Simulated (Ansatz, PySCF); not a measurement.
This Ansatz (an electronic-structure program) input computes a CCSD(T)/cc-pVDZ energy:

Ansatz 0.2 input:
```yaml
crystal:
  periodic: [false, false, false]
  atoms:
    - {symbol: C, position_ang: [-1.89250856, -0.24898190, 0.15829436]}
    - {symbol: C, position_ang: [-0.77498054, -1.02860056, 0.19296365]}
    - {symbol: C, position_ang: [0.59694303, -0.69797606, 0.05745118]}
    - {symbol: C, position_ang: [1.07104325, 0.59258622, -0.15204584]}
    - {symbol: N, position_ang: [1.47413724, 1.67735991, -0.32843774]}
    - {symbol: H, position_ang: [-1.83610857, 0.82274702, 0.00639728]}
    - {symbol: H, position_ang: [-2.87552666, -0.68570982, 0.28302589]}
    - {symbol: H, position_ang: [-0.94699913, -2.09498305, 0.35168856]}
    - {symbol: H, position_ang: [1.33669064, -1.48573980, 0.11797233]}
basis:
  gaussian:
    orbitals: cc-pVDZ
total_charge: -1
magnetization: {spin_polarized: false}
correlation: {method: ccsd_t, electrons: outside_noble_gas}
```

Problem. Write an input for the same energy in PySCF and say what it gives.

Solution. 
```python
from pyscf import gto, scf, mp, cc as ccmod

mol = gto.M(
    atom='''
    C    -1.89250856   -0.24898190    0.15829436
    C    -0.77498054   -1.02860056    0.19296365
    C     0.59694303   -0.69797606    0.05745118
    C     1.07104325    0.59258622   -0.15204584
    N     1.47413724    1.67735991   -0.32843774
    H    -1.83610857    0.82274702    0.00639728
    H    -2.87552666   -0.68570982    0.28302589
    H    -0.94699913   -2.09498305    0.35168856
    H     1.33669064   -1.48573980    0.11797233
    ''',
    basis='cc-pvdz',
    charge=-1,
    spin=0,
    verbose=4,
)

mf = scf.RHF(mol)
mf.conv_tol = 1e-10
mf.max_cycle = 100
mf.kernel()
mp2 = mp.MP2(mf, frozen=5).run()
cc = ccmod.CCSD(mf, frozen=5)
cc.max_cycle = 100
cc.kernel()
et = cc.ccsd_t()
print(f'E(CCSD(T)) = {cc.e_tot + et:.9f}')
```
It gives -208.96585 Eh, and Ansatz -208.96585 Eh, a difference of 0.00 mEh.

It need not be the lowest isomer of its formula. Whether it binds its extra electron was not tested at this geometry.
